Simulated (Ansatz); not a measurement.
C6H15Ge, doublet, geometry from GFN2-xTB, with bond 14-4 at 1.25 times its length; Ansatz (a first-principles code) with B3LYP/STO-3G.

Ansatz was given this input:
Ansatz 0.2 input:
```yaml
crystal:
  periodic: [false, false, false]
  atoms:
    - {symbol: C, position_ang: [-1.57145872, -2.22150581, 0.50969305]}
    - {symbol: C, position_ang: [-0.91245259, -1.81003440, -0.79572773]}
    - {symbol: Ge, position_ang: [0.12284013, -0.04244397, -0.62153642]}
    - {symbol: C, position_ang: [-1.27114751, 1.29773669, 0.07701204]}
    - {symbol: C, position_ang: [-0.71820881, 2.68061609, 0.36771047]}
    - {symbol: C, position_ang: [1.39590716, -0.35918176, 0.96575665]}
    - {symbol: C, position_ang: [2.63117550, 0.52419284, 0.98083164]}
    - {symbol: H, position_ang: [-2.06971566, -3.18549676, 0.39762252]}
    - {symbol: H, position_ang: [-0.83442010, -2.31321421, 1.30514925]}
    - {symbol: H, position_ang: [-2.31784538, -1.49110771, 0.81428645]}
    - {symbol: H, position_ang: [-0.21367059, -2.58178824, -1.12011506]}
    - {symbol: H, position_ang: [-1.66357524, -1.70263136, -1.57837238]}
    - {symbol: H, position_ang: [-2.08559551, 1.36184177, -0.64482459]}
    - {symbol: H, position_ang: [-1.76830377, 0.74504627, 1.22069114]}
    - {symbol: H, position_ang: [0.07903594, 2.62772987, 1.10646475]}
    - {symbol: H, position_ang: [-1.49685001, 3.33713303, 0.75788393]}
    - {symbol: H, position_ang: [-0.31609015, 3.13257028, -0.53717094]}
    - {symbol: H, position_ang: [0.80258919, -0.18947991, 1.86580780]}
    - {symbol: H, position_ang: [1.69259015, -1.40829896, 0.94840887]}
    - {symbol: H, position_ang: [2.35619036, 1.57694453, 0.98932034]}
    - {symbol: H, position_ang: [3.24136662, 0.34191919, 0.09825833]}
    - {symbol: H, position_ang: [3.24108864, 0.32555962, 1.86283402]}
basis:
  gaussian:
    orbitals: STO-3G
hamiltonian:
  xc: b3lyp
magnetization: {spin_polarized: true, initial_magnetization: 1}
```

It wrote (shortened):

```
Functional definition: B3LYP
821 factors; integrals over basis functions are off by at most 4.4e-5 eV
mean field evaluation 1: about -62241.2632 eV, gradient 3.7e1 eV
mean field evaluation 2: about -62245.9779 eV, gradient 3.2e1 eV
mean field evaluation 4: about -62255.0430 eV, gradient 4.7e0 eV
mean field evaluation 8: about -62255.1001 eV, gradient 3.0e-1 eV
mean field evaluation 16: about -62255.1032 eV, gradient 5.4e-4 eV
mean field evaluation 32: about -62255.0478 eV, gradient 8.5e-1 eV
mean field -62255.10315113 eV, -2287.8328427795 hartree, gradient 4.6e-5 eV, S^2 0.750526; 4 other end points of the search recorded, 0 dependent functions left out
reference -62255.10342016 eV, -2287.8328526661 hartree; 42, 41 occupied and 21, 22 virtual orbitals, 821 factors
Total energy: -62255.10342016 eV, -2287.8328526661 hartree
```
